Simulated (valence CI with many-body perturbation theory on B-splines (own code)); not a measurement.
E1 line list for Tm XXXVIII

Level of theory: valence CI with perturbative core correlation (CI+MBPT): four valence electrons over a frozen Dirac-Fock core [Ar] 3d10, a basis of 11 s, 11 p, 9 d, 7 f, 5 g, 2 h, 1 i functions for each j, with the one-electron correlation potential Σ1, the two-electron term Σ2, the three-electron term Σ3, Breit, model QED; selected CI, second order for the rest (own B-spline code, finite nucleus).

No measured spectrum was set against this ion. As an estimate, large intervals hold to a few tenths of a per cent, small ones and those within an open d or f shell to about a per cent.

Lines 201 to 243 of 243 in falling wavelength, among levels below 397.86 eV, chosen from the strongest by gf and those to the six lowest levels. Wavelengths and rates use the calculated energies. Electric multipoles are in the length gauge, E1 and E2 with the static RPA response of the core. Weak lines are less certain than strong ones. Lines between different terms over intervals too small for the method are left out, as are lines whose strength nearly cancels. Where a level lies close to another of its J and parity, the split of strength between their lines is uncertain. The highest levels of a list are the least certain.

Levels are named by their leading jj configuration (3d3/2^4 stands for four electrons in 3d with j = 3/2), which in mixed levels can hold well under half, so a name can repeat and another be missing. Letters in brackets count levels of one name in rising energy.

```
λ vac (Å)                           Upper                   Lower   A (s⁻¹)  S (a.u.) with core polarisation  S without
    58.73  (4s 4p1/2 4p3/2 4d3/2) J=2 [c]  (4s 4p1/2^2 4p3/2) J=2  8.48e+11                         4.24e-01   4.51e-01
    58.70      (4s^2 4p3/2 4d3/2) J=2 [a]  (4s^2 4p1/2 4p3/2) J=1  2.06e+11                         1.03e-01   1.09e-01
    58.62  (4s 4p1/2 4p3/2 4d3/2) J=1 [b]  (4s 4p1/2^2 4p3/2) J=2  6.60e+11                         1.97e-01   2.10e-01
    58.42          (4s^2 4p3/2 4d3/2) J=1  (4s^2 4p1/2 4p3/2) J=1  6.92e+11                         2.04e-01   2.17e-01
    58.38      (4s^2 4p3/2 4d3/2) J=2 [b]  (4s^2 4p1/2 4p3/2) J=1  2.10e+11                         1.03e-01   1.10e-01
    58.32          (4s^2 4p1/2 4d3/2) J=1      (4s^2 4p1/2^2) J=0  9.74e+11                         2.86e-01   3.05e-01
    58.17  (4s 4p1/2 4p3/2 4d5/2) J=2 [a]  (4s 4p1/2^2 4p3/2) J=2  6.05e+10                         2.94e-02   3.13e-02
    58.08  (4s 4p1/2 4p3/2 4d3/2) J=1 [c]  (4s 4p1/2^2 4p3/2) J=2  1.79e+11                         5.18e-02   5.51e-02
    58.01          (4s^2 4p3/2 4d3/2) J=0  (4s^2 4p1/2 4p3/2) J=1  7.82e+11                         7.53e-02   8.01e-02
    57.94  (4s 4p1/2 4p3/2 4d3/2) J=0 [b]  (4s 4p1/2^2 4p3/2) J=1  6.35e+11                         6.10e-02   6.49e-02
    57.53  (4s 4p1/2 4p3/2 4d3/2) J=1 [d]  (4s 4p1/2^2 4p3/2) J=2  7.74e+08                         2.18e-04   2.30e-04
    56.82  (4s 4p1/2 4p3/2 4d5/2) J=3 [a]  (4s 4p1/2^2 4p3/2) J=2  6.79e+10                         4.30e-02   4.57e-02
    56.46  (4s 4p1/2 4p3/2 4d3/2) J=2 [d]  (4s 4p1/2^2 4p3/2) J=2  7.89e+07                         3.51e-05   3.75e-05
    56.06  (4s 4p1/2 4p3/2 4d5/2) J=2 [b]  (4s 4p1/2^2 4p3/2) J=2  2.14e+10                         9.31e-03   9.93e-03
    55.76  (4s 4p1/2 4p3/2 4d5/2) J=3 [b]  (4s 4p1/2^2 4p3/2) J=2  1.64e+07                         9.85e-06   9.56e-06
    55.69  (4s 4p1/2 4p3/2 4d5/2) J=2 [c]  (4s 4p1/2^2 4p3/2) J=1  2.21e+11                         9.42e-02   1.00e-01
    55.59  (4s 4p1/2 4p3/2 4d3/2) J=1 [e]  (4s 4p1/2^2 4p3/2) J=2  1.71e+09                         4.34e-04   4.62e-04
    55.20      (4s 4p1/2 4p3/2^2) J=1 [a]      (4s^2 4p1/2^2) J=0  7.26e+10                         1.81e-02   1.92e-02
    55.03      (4s 4p1/2 4p3/2 4d5/2) J=0  (4s 4p1/2^2 4p3/2) J=1  1.75e+11                         1.44e-02   1.54e-02
    54.80  (4s 4p1/2 4p3/2 4d5/2) J=3 [c]  (4s 4p1/2^2 4p3/2) J=2  1.80e+11                         1.02e-01   1.09e-01
    54.39          (4s^2 4p3/2 4d5/2) J=1  (4s^2 4p1/2 4p3/2) J=2  1.63e+10                         3.89e-03   4.13e-03
    54.11      (4s 4p1/2 4p3/2^2) J=1 [b]      (4s^2 4p1/2^2) J=0  4.16e+10                         9.75e-03   1.04e-02
    54.04          (4s^2 4p1/2 4f5/2) J=3  (4s 4p1/2^2 4p3/2) J=2  1.43e+09                         7.79e-04   8.29e-04
    54.03  (4s 4p1/2 4p3/2 4d5/2) J=2 [e]  (4s 4p1/2^2 4p3/2) J=1  8.26e+10                         3.21e-02   3.42e-02
    53.95          (4s^2 4p3/2 4d5/2) J=2  (4s^2 4p1/2 4p3/2) J=2  1.71e+09                         6.64e-04   7.04e-04
    53.87          (4s^2 4p3/2 4d5/2) J=3  (4s^2 4p1/2 4p3/2) J=2  3.92e+10                         2.12e-02   2.25e-02
    53.54  (4s 4p1/2 4p3/2 4d5/2) J=1 [a]  (4s 4p1/2^2 4p3/2) J=2  5.18e+09                         1.18e-03   1.25e-03
    53.49          (4s^2 4p3/2 4d5/2) J=1  (4s^2 4p1/2 4p3/2) J=1  4.34e+09                         9.84e-04   1.05e-03
    53.20             (4p1/2 4p3/2^3) J=1  (4s 4p1/2^2 4p3/2) J=1  1.00e+11                         2.24e-02   2.38e-02
    53.07          (4s^2 4p3/2 4d5/2) J=2  (4s^2 4p1/2 4p3/2) J=1  1.07e+10                         3.96e-03   4.21e-03
    52.57  (4s 4p1/2 4p3/2 4d5/2) J=2 [c]  (4s 4p1/2^2 4p3/2) J=2  8.41e+09                         3.02e-03   3.21e-03
    52.26  (4s 4p1/2 4p3/2 4d5/2) J=1 [b]  (4s 4p1/2^2 4p3/2) J=2  1.27e+08                         2.68e-05   2.81e-05
    52.04  (4s 4p1/2 4p3/2 4d5/2) J=2 [d]  (4s 4p1/2^2 4p3/2) J=2  7.63e+09                         2.65e-03   2.82e-03
    52.02  (4s 4p1/2 4p3/2 4d5/2) J=3 [d]  (4s 4p1/2^2 4p3/2) J=2  2.48e+06                         1.21e-06   1.28e-06
    51.79                (4s 4p3/2^3) J=1  (4s^2 4p1/2 4p3/2) J=2  1.47e+09                         3.02e-04   3.21e-04
    51.09  (4s 4p1/2 4p3/2 4d5/2) J=2 [e]  (4s 4p1/2^2 4p3/2) J=2  1.51e+08                         4.99e-05   5.29e-05
    50.97                (4s 4p3/2^3) J=1  (4s^2 4p1/2 4p3/2) J=1  1.61e+10                         3.16e-03   3.36e-03
    50.85  (4s 4p1/2 4p3/2 4d5/2) J=3 [e]  (4s 4p1/2^2 4p3/2) J=2  3.04e+10                         1.38e-02   1.47e-02
    50.41  (4s 4p1/2 4p3/2 4d5/2) J=2 [f]  (4s 4p1/2^2 4p3/2) J=2  2.30e+10                         7.27e-03   7.74e-03
    50.35             (4p1/2 4p3/2^3) J=1  (4s 4p1/2^2 4p3/2) J=2  1.17e+10                         2.20e-03   2.35e-03
    45.26          (4s^2 4p3/2 4d3/2) J=1      (4s^2 4p1/2^2) J=0  1.25e+06                         1.72e-07   1.67e-07
    42.24          (4s^2 4p3/2 4d5/2) J=1      (4s^2 4p1/2^2) J=0  1.01e+09                         1.12e-04   1.20e-04
    40.65                (4s 4p3/2^3) J=1      (4s^2 4p1/2^2) J=0  1.16e+09                         1.16e-04   1.23e-04
```
